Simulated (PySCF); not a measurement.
Gas-phase reaction: H2Se + 6 F → SeF4 + 2 HF

Energies from PySCF, thermal terms from the rigid-rotor harmonic-oscillator model, ideal gas at 1 bar. † marks an energy on the PBE0/def2-TZVP geometry and frequencies; other levels use their own. MP2 freezes the core. 6-31G* has spherical d functions here. Open shells (unrestricted): F (multiplicity 2); the rest are closed-shell singlets. Spin-orbit splitting is ignored; it lowers the true energy and changes the entropy of F. B3LYP is the form with VWN-RPA correlation. Se: all electrons, no relativistic terms. MP2 isn't extrapolated to the basis-set limit.

```csv
level,"ΔH°(298 K), kJ"
B3LYP/6-31G*,-1679
B3LYP/def2-TZVP†,[?]
HF/6-31G*,[?]
MP2/def2-SVP†,[?]
MP2/def2-TZVPP†,-1907
PBE/def2-SVP,-1897
PBE/def2-TZVP†,-1946
PBE0/def2-SVP†,-1684
ωB97X-V/def2-TZVP†,[?]
```

Question: Fill in the missing entries.

Answer: 
- B3LYP/def2-TZVP†, ΔH°(298 K), kJ: -1765
- HF/6-31G*, ΔH°(298 K), kJ: -794
- MP2/def2-SVP†, ΔH°(298 K), kJ: -1679
- ωB97X-V/def2-TZVP†, ΔH°(298 K), kJ: -1793
